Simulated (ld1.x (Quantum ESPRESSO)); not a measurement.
**iodine, TM: configuration errors across variants**

```
Element                 : iodine
Generator               : ld1.x (Quantum ESPRESSO) 7.5
Type                    : norm-conserving Troullier–Martins (Kleinman–Bylander form)
Functional              : PBEsol
Relativity              : fully relativistic
Frozen core             : [Ar] 3d10
Valence charge          : 25
Reference configuration : 4s2 4p6 4d10 5s2 5p5
Partial waves           : 4s (bound): rc 0.80 bohr; 4d (bound): rc 1.55 bohr; 4p (bound): rc 0.85 bohr
Local potential         : the p channel
Core correction         : none
```

Open shells are filled in proportion to 2j + 1 (rel_dist='average').

Occupied shells without a wave of their own: 5p, 5s. They enter only through the test configuration that unscreens the potential.

All-electron excitation energies from the reference (eV): (1) 4s2 4p6 4d10 5s2 5p4 11.177; (2) 4s2 4p6 4d10 5s2 5p3 31.090; (3) 4s2 4p6 4d10 5s2 5p2 60.510; (4) 4s2 4p6 4d10 5s1 5p5 22.140; (5) 4s2 4p6 4d10 5s1 5p6 10.400; (6) 4s2 4p6 4d10 5s2 5p5.3 -1.794; (7) 4s2 4p6 4d10 5s2 5p4.5 4.553.

For the base: The 5p, 5s levels have no wave, so the channel is fitted at the deeper level alone: the likely source of the large errors.

The file “base” misses its own reference levels by 7.5 eV. The file “wave 4s (bound): rc 0.80 bohr becomes 4s (bound): rc 0.52 bohr” misses its own reference levels by 7.5 eV. The file “wave 4s (bound): rc 0.80 bohr becomes 4s (bound): rc 0.60 bohr” misses its own reference levels by 7.5 eV. The file “wave 4s (bound): rc 0.80 bohr becomes 4s (bound): rc 0.72 bohr” misses its own reference levels by 7.5 eV. The file “wave 4s (bound): rc 0.80 bohr becomes 4s (bound): rc 0.78 bohr” misses its own reference levels by 7.5 eV. The file “wave 4s (bound): rc 0.80 bohr becomes 4s (bound): rc 0.90 bohr” misses its own reference levels by 7.5 eV. The file “wave 4s (bound): rc 0.80 bohr becomes 4s (bound): rc 0.98 bohr” misses its own reference levels by 7.5 eV. The file “wave 4s (bound): rc 0.80 bohr becomes 4s (bound): rc 1.22 bohr” misses its own reference levels by 7.5 eV.

Errors AE − PS in meV (a dash: test not solved or not reliable):

```tsv
change	(1)	(2)	(3)	(4)	(5)	(6)	(7)	bound ghosts
base	-135	-333	-596	-278	-140	+28	-59	not determined
wave 4s (bound): rc 0.80 bohr becomes 4s (bound): rc 0.52 bohr	-137	-340	-609	-874	-699	+28	-60	not determined
wave 4s (bound): rc 0.80 bohr becomes 4s (bound): rc 0.60 bohr	-136	-337	-603	-645	-483	+28	-60	not determined
wave 4s (bound): rc 0.80 bohr becomes 4s (bound): rc 0.72 bohr	-135	-333	-596	-272	-134	+28	-59	not determined
wave 4s (bound): rc 0.80 bohr becomes 4s (bound): rc 0.78 bohr	-135	-333	-596	-267	-129	+28	-59	not determined
wave 4s (bound): rc 0.80 bohr becomes 4s (bound): rc 0.90 bohr	-135	-335	-601	-487	-336	+28	-60	not determined
wave 4s (bound): rc 0.80 bohr becomes 4s (bound): rc 0.98 bohr	-136	-339	-608	-803	-632	+28	-60	not determined
wave 4s (bound): rc 0.80 bohr becomes 4s (bound): rc 1.22 bohr	-142	-362	-656	-3023	-2732	+27	-61	not determined
```

(1) Give the same row for: wave 4s (bound): rc 0.80 bohr becomes 4s (bound): rc 1.12 bohr.

Results:

(1) -139, -350, -629, -1807, -1578, +27, -60; bound ghosts: not determined.
